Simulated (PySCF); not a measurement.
## Calculated NMR parameters of C[SiH2]C(C)(C)O[SiH2]Cl

```yaml
Formula: C4H13ClOSi2
SMILES: C[SiH2]C(C)(C)O[SiH2]Cl
Point_group_of_the_computed_structure: C1
Degrees_of_unsaturation: 0
Carbon_signals: 3
Proton_signals: 4
```

Structure with atom numbers: `[CH3:1][SiH2:2][C:3]([CH3:4])([CH3:5])[O:6][SiH2:7][Cl:8]`; H(Xn) means a hydrogen on atom n.

How the numbers were obtained: shieldings: GIAO PBE0/pcSseg-1, geometry: GFN2-xTB, in PySCF 2.14.0 with density-fitted response routines (no solvent, one computed conformer, no relativistic terms, one averaged value for each set of equivalent atoms).

Shifts are taken against calculated references (same method and geometry level): TMS for $^{1}$H (σref 31.72) and $^{13}$C (σref 186.93) and $^{29}$Si (σref 349.16); H2O for $^{17}$O (σref 336.08).

```tsv
carbon	δC, type	δH (multiplicity)	HMBC from (2–3 bonds)	span of the C tensor (ppm)
C1	-10.0, CH3	0.35 (t)	H(Si2)	9
C3	72.0, C	–	H(Si7), H(Si2), H(C4)/H(C5), H(C1)	78
C4/C5	30.3, CH3	1.51 (s)	H(Si2), H(C4)/H(C5)	43
```

Other nuclei:
| atoms | nucleus | environment | δ (ppm) | σ (ppm) |
| --- | --- | --- | --- | --- |
| H(Si7) | $^{1}$H | hydrogen on a silicon bonded to Cl, O | 5.52 | 26.19 |
| H(Si2) | $^{1}$H | hydrogen on a silicon bonded to 2 C | 4.10 | 27.62 |
| Si7 | $^{29}$Si | silicon bonded to Cl, O, 2 H | -27.6 | 376.7 |
| Si2 | $^{29}$Si | silicon bonded to 2 C, 2 H | -29.7 | 378.9 |
| O6 | $^{17}$O | oxygen bonded to C, Si | 83.8 | 252.3 |

Carbon types of the structure: 1 × C, 3 × CH3, leaving 4 H on heteroatoms. δC 72.0: fully substituted sp3 carbon bonded to O and Si; the inductive effect lowers its shielding. δC 30.3: methyl carbon; aliphatic region, no heteroatom directly attached. δC -10.0: methyl carbon bonded to Si; an electropositive neighbour leaves it electron-rich and shielded. δH 5.52: hydrogen on a silicon bonded to Cl, O. δH 0.35: hydrogen on a methyl carbon bonded to Si; an electropositive neighbour shields it, as in TMS itself.

Shifts are as computed. Against solution values, carbons near 30 ppm lie about +3 ppm off and those near 130 ppm about +5 ppm. Of 1211 compounds with measured shifts, 218 miss one by over three times the rms of a fit or turn the order of signals round; such compounds aren't used in these exercises. Experimental scales use liquid or dissolved standards, which lie at an offset from isolated H2O (liquid H2O: subtract about 36 ppm). Multiplicities follow the n + 1 count of equivalent neighbours, as no J values were calculated; m marks all less simple cases, F and P coupling included.
